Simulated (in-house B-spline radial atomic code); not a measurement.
Checks on a self-consistent run for Ce17+, [Ar] 3d10 4s1 4p6 4d6. Method: Dirac-Hartree-Fock, average of configuration, Fermi nucleus of rms radius 4.8771 fm. Calculated with an all-electron radial atomic-structure program (B-spline basis).

```
orbital    q       ε (Eh)    <1/r>        <r²>  small-component weight
  1s1/2    2  -1509.83779  63.3416  0.00082058                0.046099
  2s1/2    2   -258.06560  14.9569   0.0129707                0.010042
  2p1/2    2   -243.91771  14.8999  0.00954641                0.010037
  2p3/2    4   -227.43941  13.5072   0.0107978               0.0094397
  3s1/2    2    -68.35734  5.42794   0.0874112               0.0031106
  3p1/2    2    -62.37624  5.34001   0.0822179               0.0030509
  3p3/2    4    -59.03315  4.99755   0.0893473               0.0028936
  3d3/2    4    -48.67021  4.84465   0.0731826               0.0027495
  3d5/2    6    -47.96066   4.7573   0.0752139               0.0027024
  4s1/2    1    -24.69282  2.33614    0.417691               0.0010365
  4p1/2    2    -22.07337  2.24206    0.437102              0.00097399
  4p3/2    4    -21.26073  2.13903    0.466282              0.00093116
  4d3/2  2.4    -17.48359  1.98899    0.501953              0.00083044
  4d5/2  3.6    -17.32873  1.96336    0.511724              0.00081833
```

Electron-electron repulsion V_ee = 2575.2850 hartree.

Problem. What total energy follows from the eigenvalues?

Solution. The eigenvalues count the repulsion twice, so E = Σqε - V_ee = -6171.671 - 2575.285 = -8746.956 hartree; the run printed -8746.956.

Problem. Does the Dirac virial theorem hold?

Solution. For a point nucleus E = -2c²Σq·w, with w the small-component weight. Here Σq·w = 0.23287 and c = 137.0360, so the ratio E/(-2c²Σq·w) is 1.000086; the finite nucleus accounts for the departure from 1.

Problem. What diamagnetic shielding (Lamb formula) and susceptibility (Langevin formula) do the radii give?

Solution. σ = (α²/3)Σq<1/r> = 357.092/(3·137.036²) = 6338.5 ppm, and χ = -0.79199×10⁻⁶·Σq<r²> = -6.126×10⁻⁶ cm³/mol with Σq<r²> = 7.7344 bohr². Both are non-relativistic formulas without the paramagnetism of open shells; for so heavy an element the full relativistic shielding is larger by tens of per cent.
